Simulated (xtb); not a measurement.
CBrF₂, SMILES [C](F)(Br)F (connectivity only; charge and spin as stated), charge +1, multiplicity 1. All values are semi-empirical tight-binding results from xtb (GFN2-xTB unless named), good for trends rather than for accurate numbers. Coordinates come from a GFN2-xTB optimisation. The multiplicity is an assumed one; other spin states were not compared. The isomer is the one that the SMILES or the coordinates give; other isomers of the formula were not compared.

Optimised geometry:

```xyz
4

F      0.0000     1.0627    -1.5248
C      0.0000     0.0000    -0.8505
F      0.0000    -1.0627    -1.5248
Br     0.0000     0.0000     0.9300
```
Charge +1, spin multiplicity 1.

Computed properties:
The point group as xtb finds it comes out as C2v and the orbital gap is 2.67 eV. The zero-point energy comes out as 6.6 kcal/mol and the G − E(el) at 298.15 K (modified RRHO) comes out as -10.7 kcal/mol. The static polarisability (D4 model) is 35.5 bohr³. The solvation energy, GFN2-xTB/ALPB(water) is -54.0 kcal/mol and the solvation energy, GFN2-xTB/ALPB(dmf) is -52.7 kcal/mol.

Computed atomic charges and the Wiberg bond orders between heavy atoms:
charges (e) F1 0.07, C2 0.46, F3 0.07, Br4 0.40. Bond orders F1–C2 1.24, C2–F3 1.24, C2–Br4 1.41.
